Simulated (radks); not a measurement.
Problem. The mean radii <r> (bohr) of the occupied orbitals of an atom or ion are listed with their occupations. All-electron calculation, scalar-relativistic Kohn-Sham, BLYP, spin-polarised, spherical densities, point nucleus. Program: a radial shooting solver on a logarithmic mesh with Libxc functionals.

orbital  occ.      <r>
1s down     1  0.01966
1s up       1  0.01966
2s up       1  0.08333
2s down     1  0.08332
2p up       3  0.07414
2p down     3  0.07414
3s up       1   0.2167
3s down     1   0.2165
3p up       3   0.2162
3p down     3   0.2160
3d up       5   0.1961
3d down     5   0.1958
4s up       1   0.4809
4s down     1   0.4814
4p up       3   0.5069
4p down     3   0.5076
4d up       5   0.5350
4d down     5   0.5363
4f up       7   0.5702
4f down     1   0.5745
5f up       1    1.380

Name the element and its charge. Open shells, if any, are filled with parallel spins first.

Solution. Z = 70, ytterbium, charge +15: Yb15+ in [Kr] 4d10 4f8 5f1. The 1s radius gives Z: for a bare nucleus <r> = (2 gamma + 1)/(2Z) with gamma = sqrt(1 - (Z/c)^2), 0.01942 bohr for Z = 70, and screening makes it slightly larger (0.01966 here). The occupations add up to 55, and the charge is Z minus that.
